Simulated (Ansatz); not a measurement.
`CB(F)O[SiH3]` + `N[SiH2][SiH2]F` → `N[SiH2][SiH](F)[SiH3]` + `CB(O)F`  (formal exchange of groups at the Si–O bond)

Calculated with Ansatz (gas phase, PBE0-D4/def2-TZVP geometries, no zero-point term in ΔE). CCSD(T)/CBS is the MP2 limit (def2-TZVPP, def2-QZVPP) plus CCSD(T) − MP2 in def2-TZVPP, frozen cores. DFT in def2-TZVPP. B3LYP here is the variant with VWN-RPA as its local correlation; programs differ in this. One conformer a species, not always the lowest.

Task: Is it downhill or uphill in electronic energy at CCSD(T)/CBS, and by how much? (Estimate.)

Result: Ansatz gave: Uphill: ΔE = +0.89 eV.

Task: What do these levels give: PBE-D4, ωB97X-V, r2SCAN, B3LYP, SCS-MP2/def2-QZVPP, MP2/CBS(def2)? (Best estimate.)

Result: Computed: PBE-D4 0.58, ωB97X-V 0.87, r2SCAN 0.79, B3LYP 0.89, SCS-MP2/def2-QZVPP 1.03, MP2/CBS(def2) 0.97 eV.

Largest T1 diagnostic among the species: 0.013.

From PBE to PBE0 (25 % exact exchange), in def2-TZVPP and without D4, ΔE moves by +0.10 eV. In def2-TZVPP, CCSD(T) changes the Hartree–Fock value by −0.30 eV (the triples alone add −0.04 eV) and MP2 by −0.22 eV.
